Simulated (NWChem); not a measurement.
System: C2H7NSi; SMILES [SiH3]/C=N\C

The following NWChem deck was run.

```
start job
memory heap 200 mb stack 900 mb global 1100 mb
geometry units angstroms noautoz
  C     -0.771518    -1.729195     0.089698
  N      0.618430    -1.323459     0.159885
  C      0.926207    -0.087838     0.084110
  Si    -0.197430     1.454697    -0.121719
  H     -1.495018    -0.905302    -0.029348
  H     -0.892382    -2.424356    -0.749757
  H     -1.021561    -2.284748     1.001500
  H      2.001602     0.125489     0.146436
  H     -0.975909     1.413935    -1.389589
  H     -1.152886     1.605161     1.009497
  H      0.699618     2.639614    -0.149992
end
basis spherical
  * library def2-tzvp
end
dft
  xc xctpssh
  iterations 150
  semidirect filesize 400000000
  mulliken
end
task dft energy
```

The geometry was optimised at B3LYP/6-31G* (spherical d).

Question: Predict the main results of this run. (TPSSh/def2-TZVP.) Quantities: energy (Ha); highest occupied level (eV); orbital gap (eV); dipole (D).

Answer: The energy (Ha) is -424.72, the highest occupied level (eV) is -6.25 and the orbital gap (eV) is 4.73. The dipole (D) comes out as 1.03.
